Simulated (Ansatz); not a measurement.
Mulliken charges of Al$_{3}$H$_{3}$OS, SMILES `[OH][AlH][Al]1[AlH][S]1` from PBE/def2-TZVPP in Ansatz (PBE0-D4/def2-TZVP geometry).

```csv
atom,x (Å),y (Å),z (Å),charge (e)
O1,0.084,2.912,0.883,-0.351
Al2,0.461,1.914,-0.438,0.454
Al3,-0.124,-0.605,-0.364,-0.082
Al4,-0.812,-2.916,-0.368,0.257
S5,1.031,-2.234,0.640,-0.266
H6,-0.296,2.605,1.704,0.177
H7,1.122,2.660,-1.671,-0.111
H8,-1.373,-4.393,-0.441,-0.077
```

Task: By hand: the dipole of these point charges (1 e Å = 4.8032 D).

Result: Σ q r = (-0.364, 0.245, -0.223) e Å, of length 0.492 e Å = 2.36 D.

Task: How does the dipole of the full density compare? (An estimate is asked.)

Result: The calculation gave: (-0.305, 0.033, -0.011) e Å, 1.47 D; the point charges give 1.61 times that, at 36° from its direction.

Point charges leave out the atoms' own dipoles, such as those of lone pairs, and Mulliken's split depends on the basis, so the two needn't agree.
